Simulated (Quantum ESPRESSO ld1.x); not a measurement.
Values are calculated unless marked as measured or tabulated.
Q: The mean radii <r> (bohr) of the occupied orbitals of an atom or ion are listed with their occupations. Level of theory: scalar-relativistic Kohn-Sham, PBE, spin-unpolarised, spherical densities, point nucleus (ld1.x of Quantum ESPRESSO 7.5).

| orbital | occ. | <r> |
|---|---|---|
| 1s | 2 | 0.02558 |
| 2s | 2 | 0.1097 |
| 2p | 6 | 0.09619 |
| 3s | 2 | 0.2919 |
| 3p | 6 | 0.2899 |
| 3d | 10 | 0.2666 |
| 4s | 2 | 0.6739 |
| 4p | 6 | 0.7155 |
| 4d | 10 | 0.8003 |
| 5s | 2 | 1.637 |
| 5p | 6 | 1.911 |
| 6s | 1 | 4.330 |

Name the element and its charge.

A: Z = 56, barium, charge +1: Ba+ in [Xe] 6s1. The 1s radius gives Z: for a bare nucleus <r> = (2 gamma + 1)/(2Z) with gamma = sqrt(1 - (Z/c)^2), 0.02523 bohr for Z = 56, and screening makes it slightly larger (0.02558 here). The occupations add up to 55, and the charge is Z minus that.
